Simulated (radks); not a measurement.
Tl3+, 78 electrons, occupied as [Kr] 4d10 4f14 5s2 5p5 5d10 5f1 (not the ground configuration). Method: Dirac Kohn-Sham, PBE, spin-unpolarised, spherical densities, finite nucleus; open shells fill j = l - 1/2 first; Fermi nuclear charge, rms radius 5.4759 fm; computed with a radial shooting solver on a logarithmic mesh with Libxc functionals.

Radial electron density D(r) = 4 pi r^2 rho(r):

| r (bohr) | D(r) (e/bohr) |
|---|---|
| 0.00116 | 14.85 |
| 0.001597 | 23.21 |
| 0.002182 | 34.94 |
| 0.002981 | 50.78 |
| 0.004072 | 70.40 |
| 0.005564 | 91.60 |
| 0.007662 | 110.0 |
| 0.01047 | 118.4 |
| 0.0143 | 114.4 |
| 0.01954 | 105.6 |
| 0.02669 | 109.7 |
| 0.03675 | 134.5 |
| 0.05021 | 151.6 |
| 0.0686 | 134.5 |
| 0.09371 | 120.2 |
| 0.1291 | 140.5 |
| 0.1763 | 122.5 |
| 0.2409 | 81.08 |
| 0.3291 | 92.26 |
| 0.4496 | 78.63 |
| 0.6191 | 37.13 |
| 0.8458 | 24.06 |
| 1.155 | 16.80 |
| 1.579 | 7.154 |
| 2.157 | 1.846 |
| 2.97 | 0.4451 |
| 4.057 | 0.2344 |
| 5.543 | 0.09163 |
| 7.572 | 0.01317 |
| 10.34 | 0.0004314 |

D(r) has 4 maxima, at r = 0.0110, 0.0502, 0.140, 0.359 bohr, and minima at 0.0217, 0.0893, 0.255 bohr, inside which lie 2.04, 11.01, 30.01 electrons.
